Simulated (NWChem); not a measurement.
System: ZrH₃F; SMILES [F][ZrH3]

def2 effective core potentials on Zr; no spin-orbit coupling.

### Question
Give the equilibrium geometry at PBE0/def2-SVP with def2 effective core potentials on Zr (NWChem) as an XYZ file, with the point group.

### Answer
point group C3v; any orientation.
```
5

Zr     0.0000     0.0000     0.2341
F      0.0000     0.0000    -1.6432
H      1.3663    -1.0969     0.8182
H     -1.6331    -0.6348     0.8182
H      0.2668     1.7317     0.8182
```
